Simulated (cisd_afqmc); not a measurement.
Input (AFQMC/CISD/aug-cc-pVTZ; cisd_afqmc is a phaseless AFQMC code with CISD trial states that reads the integrals written by Ansatz):

Ansatz 0.2 input:
```python
import cisd_afqmc

open("ham.yaml", "w").write("""\
crystal:
  periodic: [false, false, false]
  atoms:
    - {symbol: As, position_ang: [0.00000000, 0.00000000, 0.00000000]}
basis:
  gaussian:
    orbitals: aug-cc-pVTZ
magnetization: {spin_polarized: true, initial_magnetization: 3}
correlation: {method: ccsd, electrons: outside_noble_gas, hamiltonian_folder: ham}
scf: {lower_state_search: full}
""")
rep = cisd_afqmc.ansatz("ham.yaml")
e_ccsd = rep["correlation"]["coupled_cluster"]["energy"]["hartree"]
out = cisd_afqmc.run("ham", e_ccsd, trial="CISD", walkers=200, populations=8, threads=8, dt=0.005, steps=40, early=24, settle=10, least=32,
    cut=5e-5, rank_cut=2e-4, target=0.0004, seconds=1500, seed=1, memory=12960, gpu=False)
```

Output:

```
orbitals 45, occupied [4, 1], factors 224 of 371, rank of the doubles 96 of 208
E(HF) = -2234.237214
E(CCSD) on the cut factors = -2234.323830, shift to the whole factors -0.000000
Energy of the trial state on the determinant = -2234.323876
  tau behind 7.2 of longer steps, mean of the populations' last blocks
   2.0  -2234.32738
   4.0  -2234.32779
   6.0  -2234.32749
   8.0  -2234.32748
blocks 393 (0 outliers left out), error by blocks joined: 1: 0.00003, 2: 0.00004, 4: 0.00005, 8: 0.00006, 16: 0.00007
E(AFQMC/CISD) = -2234.32757 +/- 0.00007
```
